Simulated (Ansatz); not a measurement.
`F[Si@H]1N[C@@H]1[SiH3]` + `C[SiH2]Cl` → `[SiH3][SiH2]Cl` + `C[C@@H]1N[Si@@H]1F`  (redistribution)

Program: Ansatz. Geometries: PBE0-D4/def2-TZVP. ΔE: electronic, gas phase. CBS: MP2 limit from def2 TZ/QZ plus the TZ coupled-cluster correction, frozen cores. DFT in def2-TZVPP. B3LYP here is the variant with VWN-RPA as its local correlation; programs differ in this.

`F[Si@H]1N[C@@H]1[SiH3]`:

```xyz
11

F    -1.453    2.396    1.290
Si   -0.485    1.164    1.046
N    -1.192   -0.361    0.887
C    -0.559    0.105   -0.429
Si    0.969   -0.760   -1.048
H     0.752    1.410    1.805
H    -0.901   -1.252    1.257
H    -1.313    0.309   -1.189
H     1.484   -0.088   -2.270
H     2.012   -0.734    0.015
H     0.685   -2.189   -1.363
```

`C[SiH2]Cl`:

```xyz
8

C     0.779   -0.525   -0.372
Si   -0.638    0.527    0.204
Cl   -1.416   -0.251    1.948
H     1.194   -0.119   -1.299
H     0.449   -1.549   -0.563
H     1.571   -0.552    0.378
H    -1.737    0.555   -0.793
H    -0.203    1.914    0.497
```

`[SiH3][SiH2]Cl`:

Z-matrix (Å, degrees):
```
Si
Si 1 2.338
H 1 1.486 2 109.6
H 1 1.488 2 109.6 3 119.9
H 1 1.486 2 109.6 3 -120.2
Cl 2 2.065 1 108.7 3 60.2
H 2 1.485 1 111.8 3 -58.6
H 2 1.485 1 111.9 3 179.0
```

`C[C@@H]1N[Si@@H]1F`:

```xyz
11

C     0.040   -1.211    0.916
C    -0.096   -0.386   -0.334
N     0.992    0.641   -0.561
Si   -0.512    1.385   -0.445
F    -0.780    2.315    0.816
H     0.857   -1.934    0.822
H     0.249   -0.582    1.783
H    -0.881   -1.767    1.111
H    -0.340   -0.984   -1.217
H     1.666    0.513   -1.297
H    -1.194    2.012   -1.593
```

Q: Is it downhill or uphill in electronic energy at CCSD(T)/CBS, and by how much? (Best estimate.)

A: Ansatz gave: Uphill: ΔE = +45.7 kJ/mol.

Q: What do these levels give: r2SCAN-D4, B3LYP-D4, B2PLYP, PBE0, B3LYP, MP2/def2-TZVPP, SCS-MP2/def2-TZVPP, CCSD/def2-TZVPP, HF/def2-QZVPP, MP2/def2-QZVPP, SCS-MP2/def2-QZVPP, MP2/CBS(def2)? (Best estimate.)

A: Ansatz gave: r2SCAN-D4 43.7, B3LYP-D4 41.3, B2PLYP 45.1, PBE0 35.3, B3LYP 39.8, MP2/def2-TZVPP 52.9, SCS-MP2/def2-TZVPP 49.9, CCSD/def2-TZVPP 44.1, HF/def2-QZVPP 44.6, MP2/def2-QZVPP 53.6, SCS-MP2/def2-QZVPP 50.7, MP2/CBS(def2) 53.9 kJ/mol.

Largest T1 diagnostic among the species: 0.013.

From PBE to PBE0 (25 % exact exchange), in def2-TZVPP and without D4, ΔE moves by +3.1 kJ/mol.
